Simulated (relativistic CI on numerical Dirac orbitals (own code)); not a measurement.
## Pr18+: q coefficients and field-shift factors

Computed by Dirac-Coulomb-Breit CI, KLI orbitals optimised for each configuration, derivatives by finite differences, unscaled Slater integrals, QED left out (own radial code, finite nucleus).

Configurations in the expansion (outside the closed core [Ar] 3d10): 4s2.4p6.4d5, 4s2.4p5.4d6, 4s2.4p4.4d7, 4s.4p6.4d6, 4s2.4p6.4d4.5s, 4p6.4d7, 4s2.4p6.4d4.5p, 4s2.4p6.4d3.5s2. Levels of other configurations are missing.

With x = (α/α₀)² − 1 an excitation energy changes as ω = ω₀ + qx; K = 2q/ω₀ is the relative enhancement. Terms are leading LS components, so labels can repeat. The field-shift factor is F = δν/δ⟨r²⟩ for the transition from the lowest level.

Lowest level 4s2.4p6.4d5 6S_5/2.

```
              Level  ω₀ (cm⁻¹)  q (cm⁻¹)       K  F (GHz/fm²)
 4s2.4p6.4d5 2F_5/2    40231.4    -15310  -0.761       -0.169
 4s2.4p6.4d5 4P_3/2    59031.2      3542    0.12       0.0164
 4s2.4p6.4d5 4G_7/2    59666.2      3070   0.103        0.153
4s2.4p6.4d5 4G_11/2    64555.0      7506   0.233        0.308
 4s2.4p6.4d5 4G_5/2    65436.1     16100   0.492         0.27
 4s2.4p6.4d5 4G_9/2    68171.0     12580   0.369        0.348
 4s2.4p6.4d5 4P_1/2    68744.9     13660   0.397        0.149
 4s2.4p6.4d5 4D_7/2    82266.8     22270   0.541        0.362
 4s2.4p6.4d5 2D_5/2    84397.4     19170   0.454        0.324
 4s2.4p6.4d5 2F_7/2    94495.4     15050   0.319        0.193
 4s2.4p6.4d5 4D_1/2    94559.3     39110   0.827        0.526
 4s2.4p6.4d5 4D_3/2    95593.9     29580   0.619        0.469
4s2.4p6.4d5 2I_11/2    97494.4     27350   0.561         0.69
 4s2.4p6.4d5 4F_3/2    99697.9     29020   0.582        0.504
 4s2.4p6.4d5 2G_9/2   102123.0     24040   0.471        0.483
 4s2.4p6.4d5 2F_5/2   107631.5     35250   0.655        0.593
4s2.4p6.4d5 2I_13/2   108539.0     33510   0.617        0.832
 4s2.4p6.4d5 2H_9/2   120233.2     34210   0.569        0.747
 4s2.4p6.4d5 4F_5/2   120705.0     50440   0.836        0.766
 4s2.4p6.4d5 2G_7/2   125486.9     35680   0.569        0.612
 4s2.4p6.4d5 2D_3/2   130462.6     44920   0.689        0.519
 4s2.4p6.4d5 2F_5/2   130579.8     42920   0.657        0.667
 4s2.4p6.4d5 2F_7/2   135043.1     49660   0.735        0.847
```

At this charge energies of transitions that change n are usually good to better than 1 %, and those within a shell (Δn = 0) to a few per cent. Terms inside the open d or f shell come out 10 to 20 % too wide with unscaled integrals.
